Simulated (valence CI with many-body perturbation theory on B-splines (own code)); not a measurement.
## From CI to CI+MBPT in Ce I

Method: relativistic CI+MBPT: four valence electrons over a frozen Dirac-Fock core [Xe], a basis of 8 s, 8 p, 9 d, 9 f, 6 g, 3 h, 2 i functions for each j, with the one-electron correlation potential Σ1 (screened to all orders), the two-electron term Σ2, the three-electron term Σ3, Breit, model QED; selected single and double excitations, second order for the rest (own B-spline code, finite nucleus).

Set against measurement, 61 paired levels are off by 235 cm⁻¹ on average, the worst by 892. These come from a selection out of the NIST Handbook of Basic Atomic Spectroscopic Data. Levels without a partner in it may be off by more, other configurations by several thousand cm⁻¹. Among the levels kept, up to 540 cm⁻¹ of a level comes from second order outside the variational space, and about a tenth of that is noise between levels of different J, which matters for small intervals. 3 measured levels below the end of the list, from 5637 cm⁻¹ on, found no clear computed partner.

Each rung adds one term. CI alone is the Dirac-Coulomb CI over the frozen core; QED comes last and gives the full result, which names the levels. Energies are above 4f5d6s² ¹G°_4 on the same rung, in eV. A blank means that the level has no clear partner on that rung.

Names give the largest LS component (configuration and term), which can be under half, so a name can repeat, a term be missing and a line seem to break the LS rules; names also repeat where a configuration has a term twice. Letters in brackets count levels of one name in rising energy.

| Level | CI alone | Σ1 | Σ2 | Σ3 | Breit | QED | Full |
| --- | --- | --- | --- | --- | --- | --- | --- |
| 4f5d6s² ³F°_2 | 0.0640 | +0.0051 | -0.0391 | -0.0006 | +0.0025 | -0.0001 | 0.0318 |
| 4f5d6s² ³H°_4 | 0.1418 | +0.0232 | +0.0007 | +0.0011 | -0.0024 | -0.0002 | 0.1642 |
| 4f5d²6s ⁵H°_3 [a] |  |  |  | +0.0017 | -0.0017 | -0.0039 | 0.1738 |
| 4f5d6s² ³F°_3 | 0.1719 | +0.0405 | +0.0038 | -0.0016 | -0.0068 | +0.0004 | 0.2083 |
| 4f5d²6s ⁵H°_4 |  |  | -0.5566 | +0.0017 | -0.0056 | -0.0047 | 0.2643 |
| 4f5d²6s ⁵H°_3 [b] |  |  |  | -0.0043 | -0.0021 | -0.0021 | 0.2782 |
| 4f5d6s² ³H°_5 | 0.2452 | +0.0425 | -0.0024 | +0.0016 | -0.0066 | -0.0003 | 0.2800 |
| 4f5d6s² ¹D°_2 | 0.4345 | +0.0392 | -0.1639 | +0.0031 | -0.0079 | +0.0005 | 0.3055 |
| 4f5d²6s ³G°_5 |  |  |  | +0.0024 | -0.0088 | -0.0046 | 0.3553 |
| 4f5d²6s ⁵I°_4 |  |  | -0.5396 | -0.0120 | -0.0029 | -0.0051 | 0.3575 |
| 4f5d6s² ³F°_4 | 0.3230 | +0.0894 | +0.0002 | +0.0003 | -0.0203 | +0.0011 | 0.3938 |
| 4f5d6s² ³G°_4 |  |  |  | -0.0033 | -0.0147 | -0.0006 | 0.4148 |
| 4f5d²6s ⁵I°_5 |  |  | -0.5274 | -0.0113 | -0.0062 | -0.0048 | 0.4298 |
| 4f5d²6s ³P°_0 |  |  |  | +0.0026 | -0.0017 | -0.0045 | 0.4624 |
| 4f5d²6s ³P°_1 |  |  |  | -0.0052 | -0.0029 | -0.0048 | 0.4639 |
| 4f5d²6s ³G°_3 |  |  | -0.5535 | +0.0014 | -0.0145 | -0.0044 | 0.4777 |
| 4f5d²6s ⁵H°_5 |  |  | -0.5398 | +0.0007 | -0.0155 | -0.0042 | 0.4845 |
| 4f5d²6s ³G°_4 |  |  |  | -0.0017 | -0.0144 | -0.0035 | 0.4885 |
| 4f5d6s² ³H°_6 | 0.4159 | +0.0942 | +0.0021 | +0.0010 | -0.0207 | +0.0010 | 0.4934 |

The middle columns are the shifts that each term adds.

How does the ionisation energy move along the ladder, and which term matters most?

CI alone 5.7351, + Σ1 5.9122, + Σ2 5.4363, + Σ3 5.3843, + Breit 5.3788, + QED 5.3693 eV. The largest step is Σ2, -0.4759 eV. NIST lists 5.5386 eV (measured), further off than its uncertainty and the later steps.
